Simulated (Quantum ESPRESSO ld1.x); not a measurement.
Results of a calculation; reference values are marked as such.
Q: All-electron atom: the rhenium ion Re3+ in [Xe] 4f14 5d4 (the NIST ground configuration). Level of theory: Dirac Kohn-Sham, PW91, spin-unpolarised, spherical densities, point nucleus; open shells fill j = l - 1/2 first (ld1.x of Quantum ESPRESSO 7.5). Some entries of the table are withheld. Estimate them.

| orbital | occ. | eigenvalue (eV) | <r> (bohr) | <1/r> (bohr^-1) |
|---|---|---|---|---|
| 1s1/2 | 2 | -71598.7 | 0.01803 | 88.81 |
| 2s1/2 | 2 | -12429.3 | 0.07557 | 21.65 |
| 2p1/2 | 2 | -11893.4 | 0.06246 | 21.60 |
| 2p3/2 | 4 | -10453.2 | 0.07053 | 18.04 |
| 3s1/2 | 2 | -2899.95 | 0.1969 | 7.946 |
| 3p1/2 | 2 | -2661.00 | 0.1870 | 7.859 |
| 3p3/2 | 4 | -2348.23 | 0.2019 | 6.936 |
| 3d3/2 | 4 | -1947.35 | 0.1765 | 6.831 |
| 3d5/2 | 6 | -1879.47 | 0.1811 | 6.615 |
| 4s1/2 | 2 | -628.376 | 0.4404 | 3.343 |
| 4p1/2 | 2 | -528.730 | (1) | 3.233 |
| 4p3/2 | 4 | -455.736 | (2) | 2.912 |
| 4d3/2 | 4 | (3) | 0.4934 | 2.699 |
| 4d5/2 | 6 | (4) | 0.5048 | 2.623 |
| 5s1/2 | 2 | -114.393 | 1.034 | 1.309 |
| 5p1/2 | 2 | -84.1750 | 1.131 | 1.182 |
| 5p3/2 | 4 | -73.0429 | 1.228 | 1.070 |
| 4f5/2 | 6 | -73.0375 | 0.5754 | 2.181 |
| 4f7/2 | 8 | -70.5226 | 0.5842 | 2.150 |
| 5d3/2 | 4 | -33.4689 | 1.660 | 0.7781 |
| 5d5/2 | 0 | -32.3694 | 1.706 | 0.7549 |

A: 
(1) 4p1/2 <r> (bohr): 0.4450
(2) 4p3/2 <r> (bohr): 0.4784
(3) 4d3/2 eigenvalue (eV): -292.265
(4) 4d5/2 eigenvalue (eV): -278.781
